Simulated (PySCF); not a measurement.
C2H3BCl2O.
Atom-mapped SMILES: `[O:1]=[CH:2][CH2:3][B:4]([Cl:5])[Cl:6]` (hydrogens: H7 on C2; H8, H9 on C3)

Structure used (PBE0-D3(BJ)/def2-SVP), in Å, numbered top down from 1:
```
atom  x, y, z in Å
O1    -1.164    2.014    0.245
C2    -0.781    0.929    0.585
C3    -0.430   -0.177   -0.378
B4     1.062   -0.648   -0.284
Cl5    1.823   -0.900    1.275
Cl6    2.001   -0.954   -1.724
H7    -0.646    0.673    1.666
H8    -1.025   -1.067   -0.090
H9    -0.709    0.118   -1.398
```

Level of theory: PBE0-D3(BJ)/def2-SVP geometry optimisation, gas phase in PySCF.

Take the most abundant isotopes and a rigid rotor. The values belong to one conformer with, in the numbering `[O:1]=[CH:2][CH2:3][B:4]([Cl:5])[Cl:6]`, O1–C2–C3–B4 119°, C2–C3–B4–Cl5 44°.

Q: Give the principal moments of inertia and the rotational constants in GHz.

A: Ia = 172.38, Ib = 354.67, Ic = 494.38 u·Å²; 505379 MHz·u·Å²/I gives 2932, 1425 and 1022 MHz, that is A = 2.9318, B = 1.4249, C = 1.0223 GHz.

Q: Classify the top.

A: An asymmetric top. Ray's parameter κ = (2B − A − C)/(A − C) = -0.578; −1 is the prolate and +1 the oblate limit.

Q: Is it planar, by Δ = Ic − Ia − Ib?

A: Not planar: Δ = Ic − Ia − Ib = -32.67 u·Å². For a rigid frame Δ = −2 Σ m c², so Σ m c² = 16.33 u·Å² lies off the ab plane: 3.90 from hydrogen and 12.43 from heavier atoms. The atom farthest from that plane is 1.83 Å away.

Q: Give the other two planar moments, Paa and Pbb, and the rms extents of the mass along the axes.

A: Paa = Σ m a² = (Ib + Ic − Ia)/2 = 338.33 and Pbb = Σ m b² = (Ia + Ic − Ib)/2 = 156.04 u·Å². With the mass M = 123.97 u, the rms extents √(P/M) along a, b and c are 1.65, 1.12, 0.36 Å.

Q: Predict some low-J microwave lines.

A: The dipole components are |μa| = 1.12 D, |μb| = 0.53 D, |μc| = 1.79 D. Intensities carry the squares of the components, which stand as 0.39 : 0.09 : 1.00 (a : b : c). Some lines, for components of 0.1 D or more:

| type | branch | J(Ka,Kc) | MHz | lower level (cm⁻¹) |
| --- | --- | --- | --- | --- |
| a | Q | 1(1,0) ← 1(1,1) | 403 | 0.132 |
| a | R | 1(0,1) ← 0(0,0) | 2447 | 0.000 |
| b | Q | 3(1,2) ← 3(0,3) | 3207 | 0.478 |
| b | R | 1(1,1) ← 0(0,0) | 3954 | 0.000 |
| c | Q | 3(2,2) ← 3(1,2) | 3965 | 0.585 |
| b | Q | 3(2,1) ← 3(1,2) | 4304 | 0.585 |
| b | Q | 2(2,1) ← 2(1,2) | 5729 | 0.282 |
| b | R | 3(0,3) ← 2(1,2) | 5898 | 0.282 |
| b | R | 3(1,3) ← 2(0,2) | 7871 | 0.243 |
| a | R | 3(1,2) ← 2(1,1) | 7897 | 0.322 |
| c | Q | 3(3,1) ← 3(2,1) | 8243 | 0.729 |
| b | R | 2(2,0) ← 1(1,1) | 10291 | 0.132 |
| c | R | 3(2,1) ← 2(1,1) | 12201 | 0.322 |

No PBE0-D3(BJ)/def2-SVP frequencies stand behind this structure, so it isn't proved a minimum. No vibrational averaging or centrifugal distortion is included, and the geometry carries the error of its method. Quadrupole hyperfine structure (11B, 35Cl) is left out.

Hardware: one thread, Arm Neoverse V1 (aarch64), on a shared host. Cost: 67 s, 0.45 GiB resident at most. These figures are those of the optimisation.
